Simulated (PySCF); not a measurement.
# NMR data sheet: C3H10NPSi2

* Formula: C3H10NPSi2
* SMILES: CC#C[Si@](N)([SiH3])P
* InChI: InChI=1S/C3H10NPSi2/c1-2-3-7(4,5)6/h4-5H2,1,6H3/t7-/m1/s1
* Point group of the computed structure: C1
* Carbon signals: 3
* Proton signals: 4

Structure with atom numbers: `[CH3:1][C:2]#[C:3][Si@:4]([NH2:5])([SiH3:6])[PH2:7]`. Hydrogens are named by the atom that carries them.

One computed conformer, no relativistic terms, isolated molecule, one averaged value for each set of equivalent atoms. Structure optimised with GFN2-xTB; NMR shieldings at PBE0/pcSseg-1/GIAO; PySCF.

References, each an isolated molecule treated in the same way: 1H (σref 31.72), 13C (σref 186.93), 29Si (σref 349.16) vs TMS; 31P (σref 318.38) against H3PO4; NH3 for 15N (σref 267.73).

| carbon | δC, type | δH (multiplicity) | HMBC from (2–3 bonds) | span of the C tensor (ppm) |
| --- | --- | --- | --- | --- |
| C1 | 6.0, CH3 | 2.05 (s) | – | 24 |
| C2 | 113.3, C | – | H(C1) | 250 |
| C3 | 92.9, C | – | H(Si6), H(C1), H(P7) | 272 |

Other nuclei:
```json
{"atoms": "H(Si6)", "nucleus": "1H", "environment": "hydrogen on a silicon bonded to Si", "δ (ppm)": "3.38", "σ (ppm)": "28.34"}
{"atoms": "H(P7)", "nucleus": "1H", "environment": "hydrogen on a phosphorus bonded to Si", "δ (ppm)": "1.51", "σ (ppm)": "30.20"}
{"atoms": "H(N5)", "nucleus": "1H", "environment": "hydrogen on a nitrogen bonded to Si", "δ (ppm)": "0.53", "σ (ppm)": "31.19"}
{"atoms": "P7", "nucleus": "31P", "environment": "phosphorus bonded to Si, 2 H", "δ (ppm)": "-257.2", "σ (ppm)": "575.6"}
{"atoms": "Si4", "nucleus": "29Si", "environment": "silicon bonded to C, N, P, Si", "δ (ppm)": "-36.7", "σ (ppm)": "385.8"}
{"atoms": "Si6", "nucleus": "29Si", "environment": "silicon bonded to Si, 3 H", "δ (ppm)": "-113.4", "σ (ppm)": "462.5"}
{"atoms": "N5", "nucleus": "15N", "environment": "nitrogen bonded to Si, 2 H", "δ (ppm)": "24.4", "σ (ppm)": "243.3"}
```

1. δC 113.3, 92.9: alkyne carbon.
2. δC 6.0: propargylic methyl carbon; a saturated carbon with 1 carbon neighbour and no heteroatom attached.
3. δH 3.38: hydrogen on a silicon bonded to Si.
4. δH 1.51: hydrogen on a phosphorus bonded to Si.
5. δH 0.53: hydrogen on a nitrogen bonded to Si; labile proton, position sensitive to the medium.

OH/NH shifts are gas-phase values; hydrogen bonding in solution moves them, usually downfield. Splittings by 31P in the carbon and heteronuclear signals aren't shown, as no couplings were computed. Shifts are as computed. Against solution values, carbons near 30 ppm lie about +3 ppm off and those near 130 ppm about +5 ppm. Of 1211 compounds with measured shifts, 218 miss one by over three times the rms of a fit or turn the order of signals round; such compounds aren't used in these exercises. Experimental scales use liquid or dissolved standards, which lie at an offset from isolated NH3 (liquid NH3: subtract about 20 ppm) and H3PO4. No couplings were computed; multiplicities are counted from neighbouring protons, with m where these are inequivalent, close in shift, in a saturated or five-membered ring or joined by F or P, and br s for small geminal =CH2 splittings.
